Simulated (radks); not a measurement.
Pd3+, 43 electrons, occupied as [Kr] 4d7. Calculated with a radial shooting solver on a logarithmic mesh with Libxc functionals: Dirac Kohn-Sham, PBE, spin-unpolarised, spherical densities, point nucleus; open shells fill j = l - 1/2 first.

Spin-orbit splittings of the eigenvalues, e(l+1/2) - e(l-1/2), with zeta = 2 splitting/(2l+1) and mean radii in bohr:

shell  occ.  splitting (eV)  zeta (eV)  <r> j=l-1/2  <r> j=l+1/2
2p        6           159.4      106.3       0.1171       0.1221
3p        6           27.79      18.53       0.3711       0.3820
3d       10           5.542      2.217       0.3555       0.3590
4p        6           4.586      3.058        1.005        1.033
4d        7          0.5748     0.2299        1.299        1.312
